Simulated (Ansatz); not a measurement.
Basis-set extrapolation for CH$_{6}$F$_{2}$O$_{2}$Si$_{2}$ (`CO[SiH](F)O[SiH2]F`) (PBE0-D4/def2-TZVP geometry, frozen core, Ansatz 0.2.0). Multiplicity 1, RHF reference.

```json
{"": "HF", "def2-TZVPP": "-968.331606", "def2-QZVPP": "-968.370672"}
{"": "MP2 correlation", "def2-TZVPP": "-1.371009", "def2-QZVPP": "-1.488751"}
{"": "CCSD(T) correlation", "def2-TZVPP": "-1.453191", "def2-QZVPP": "not run"}
```

Energies in hartree. Use E(X) = E(∞) + A·exp(−7.88·√X) for Hartree–Fock and E(X) = E(∞) + B·X^(−2.97) for correlation, with X = 3 and 4, and add CCSD(T) minus MP2 of the smaller set to the MP2 limit.

Q: What is the CCSD(T) energy at the basis-set limit?

A: HF limit: -968.370672 + (-0.039066) × 0.13774 = -968.37605. MP2 limit: -1.488751 + (-0.117742) × 0.74074 = -1.57597. Higher-order term: -1.453191 − (-1.371009) = -0.08218. Total: -970.03420 hartree, 6.79 eV below CCSD(T)/def2-TZVPP.
